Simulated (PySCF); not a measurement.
C$_{4}$H$_{11}$AlO (SMILES CC[O][AlH][CH2]C), singlet, at a GFN2-xTB geometry (such geometries of metal compounds can be far from the true shape); CASSCF(4,6)+NEVPT2/STO-3G (PySCF).

PySCF was given this input:
```python
from pyscf import gto, scf, mcscf, mrpt
import numpy

mol = gto.Mole()
mol.atom = '''
    Al   -0.627700    0.672687   -0.018760
    H    -1.589989    1.767539    0.462321
    C    -0.529838    0.216930   -1.971634
    C    -1.513698    1.102837   -2.746417
    H    -0.766526   -0.838855   -2.164997
    H     0.480345    0.356761   -2.381597
    H    -1.273222    2.156155   -2.606108
    H    -2.530919    0.951244   -2.386864
    H    -1.493474    0.887237   -3.815354
    O     0.246943   -0.024593    1.188092
    C     1.021392   -0.666432    2.158504
    C     1.872665   -1.770165    1.543245
    H     1.667796    0.075993    2.642195
    H     0.354379   -1.091107    2.918525
    H     2.535951   -1.348319    0.791728
    H     2.465818   -2.257442    2.312743
    H     1.231276   -2.506411    1.064370
'''
mol.basis = 'sto-3g'
mol.charge = 0
mol.spin = 0
mol.verbose = 4
mol.build()

mf = scf.RHF(mol)
mf.kernel()
mc = mcscf.CASSCF(mf, 6, 4)
mc.fix_spin_(ss=0.0)
mc.kernel()
occ = numpy.linalg.eigvalsh(mc.fcisolver.make_rdm1(mc.ci, mc.ncas, mc.nelecas))[::-1]
ss = mc.fcisolver.spin_square(mc.ci, mc.ncas, mc.nelecas)[0]
print('natural occupations', occ.round(4), ' <S^2>', round(ss, 4))
e2 = mrpt.NEVPT(mc).kernel()
print('E(NEVPT2) = %.10f' % (mc.e_tot + e2))
```

Question: Predict the main parts of the log of this PySCF run.

Answer: 
```
PySCF version 2.14.0

[INPUT] verbose = 4
[INPUT] num. atoms = 17
[INPUT] num. electrons = 56
[INPUT] charge = 0
[INPUT] spin (= nelec alpha-beta = 2S) = 0
[INPUT] symmetry False subgroup None
[INPUT] Mole.unit = angstrom
[INPUT] Symbol           X                Y                Z      unit          X                Y                Z       unit  Magmom
[...]
nuclear repulsion = 281.2811128084
number of shells = 31
number of NR pGTOs = 135
number of NR cGTOs = 45
basis = sto-3g
ecp = {}

******** <class 'pyscf.scf.hf.RHF'> ********
method = RHF
initial guess = minao
damping factor = 0
level_shift factor = 0
DIIS = <class 'pyscf.scf.diis.CDIIS'>
diis_start_cycle = 1
diis_space = 8
diis_damp = 0
SCF conv_tol = 1e-09
SCF conv_tol_grad = None
SCF max_cycles = 50
direct_scf = True
direct_scf_tol = 1e-13
Set gradient conv threshold to 3.16228e-05
Initial guess from minao.
init E= -469.336634035595
[...]
cycle= 1 E= -468.816234906129  delta_E= 0.52  |g|= 0.538  |ddm|= 4.65
[...]
cycle= 2 E= -468.917613870861  delta_E= -0.101  |g|= 0.174  |ddm|= 0.985
[...]
cycle= 3 E= -468.927788262913  delta_E= -0.0102  |g|= 0.0342  |ddm|= 0.266
[...]
cycle= 4 E= -468.928396345378  delta_E= -0.000608  |g|= 0.00432  |ddm|= 0.0777
[...]
cycle= 5 E= -468.928405222366  delta_E= -8.88e-06  |g|= 0.00124  |ddm|= 0.00809
[...]
cycle= 6 E= -468.928406088594  delta_E= -8.66e-07  |g|= 0.000196  |ddm|= 0.00272
[...]
cycle= 7 E= -468.928406110516  delta_E= -2.19e-08  |g|= 4.5e-05  |ddm|= 0.000415
[...]
cycle= 8 E= -468.928406111885  delta_E= -1.37e-09  |g|= 1.14e-05  |ddm|= 0.000105
[...]
cycle= 9 E= -468.92840611199  delta_E= -1.05e-10  |g|= 2.78e-06  |ddm|= 3.02e-05
[...]
Extra cycle  E= -468.928406111995  delta_E= -4.43e-12  |g|= 1.1e-06  |ddm|= 5.62e-06
converged SCF energy = -468.928406111995

******** <class 'pyscf.mcscf.mc1step.CASSCF'> ********
CAS (2e+2e, 6o), ncore = 26, nvir = 13
max_cycle_macro = 50
max_cycle_micro = 4
conv_tol = 1e-07
conv_tol_grad = None
orbital rotation max_stepsize = 0.02
orbital rotation threshold for CI restart = 0.01
augmented hessian ah_max_cycle = 30
augmented hessian ah_conv_tol = 1e-12
augmented hessian ah_linear dependence = 1e-14
augmented hessian ah_level shift = 1e-08
augmented hessian ah_start_tol = 2.5
augmented hessian ah_start_cycle = 3
augmented hessian ah_grad_trust_region = 3
kf_trust_region = 3
kf_interval = 4
ci_response_space = 4
ci_grad_trust_region = 3
with_dep4 0
natorb = False
canonicalization = True
sorting_mo_energy = False
[...]
CASCI E = -468.932405845758  S^2 = 0.0000000
CASSCF energy = -468.960092240585
CASCI E = -468.960092240585  E(CI) = -3.99136539815805  S^2 = 0.0000000
[...]
11 C 2py         0.03557   0.00467   0.00580  -0.02164   0.01264
11 C 2pz         0.01847   0.00304   0.00902  -0.00032  -0.00818
12 H 1s          0.04990  -0.01259  -0.01521  -0.01544  -0.00043
13 H 1s          0.04970  -0.01366  -0.01657  -0.01515  -0.00236
14 H 1s          0.01861  -0.00309  -0.00489  -0.02780  -0.00100
15 H 1s         -0.04910   0.00529   0.00931   0.06288   0.00049
16 H 1s          0.01870  -0.00308  -0.00490  -0.02793  -0.00103
               #6
0 Al 1s         -0.00046
0 Al 2s          0.00302
0 Al 3s          0.35085
0 Al 2px        -0.00479
0 Al 2py         0.00164
0 Al 2pz        -0.01703
0 Al 3px         0.21410
0 Al 3py        -0.10344
0 Al 3pz         0.59358
1 H 1s          -0.19404
2 C 1s          -0.00071
2 C 2s           0.03548
2 C 2px         -0.26869
2 C 2py          0.29109
2 C 2pz         -0.01735
3 C 1s           0.00194
3 C 2s          -0.14892
3 C 2px         -0.14965
3 C 2py          0.13903
3 C 2pz         -0.08579
4 H 1s           0.16521
5 H 1s           0.15009
6 H 1s          -0.00033
7 H 1s          -0.00016
8 H 1s           0.02767
9 O 1s           0.00414
9 O 2s          -0.26466
9 O 2px          0.15157
9 O 2py         -0.13150
9 O 2pz          0.17054
10 C 1s          0.00005
10 C 2s         -0.00683
10 C 2px        -0.01550
10 C 2py         0.00394
10 C 2pz        -0.07352
11 C 1s          0.00029
11 C 2s         -0.01830
11 C 2px         0.03288
11 C 2py        -0.03008
11 C 2pz         0.03016
12 H 1s          0.01604
13 H 1s          0.01942
14 H 1s          0.01252
15 H 1s         -0.01995
16 H 1s          0.01272
<CAS-nat-orb|mo-hf>  27     17       0.54792214
<CAS-nat-orb|mo-hf>  27     21      -0.47480514
<CAS-nat-orb|mo-hf>  28     26       0.67910370
<CAS-nat-orb|mo-hf>  28     28       0.54552401
<CAS-nat-orb|mo-hf>  29     30       0.79919238
<CAS-nat-orb|mo-hf>  30     31       0.58675036
<CAS-nat-orb|mo-hf>  30     45       0.68731268
<CAS-nat-orb|mo-hf>  31     31      -0.55808513
<CAS-nat-orb|mo-hf>  31     32       0.56812571
<CAS-nat-orb|mo-hf>  32     30       0.40817724
<CAS-nat-orb|mo-hf>  32     45      -0.57959623
Sr    (-1)',   E = -0.00011975265950
Si    (+1)',   E = -0.00947854445439
Sijrs (0)  ,   E = -0.16383921846322
Sijr  (+1) ,   E = -0.03331602361771
Srsi  (-1) ,   E = -0.00385385456946
Srs   (-2) ,   E = -0.00065445721275
Sij   (+2) ,   E = -0.01112821034069
Sir   (0)' ,   E = -0.02743970771302
Nevpt2 Energy = -0.249829769030744
E(NEVPT2) = -469.2099220096
```
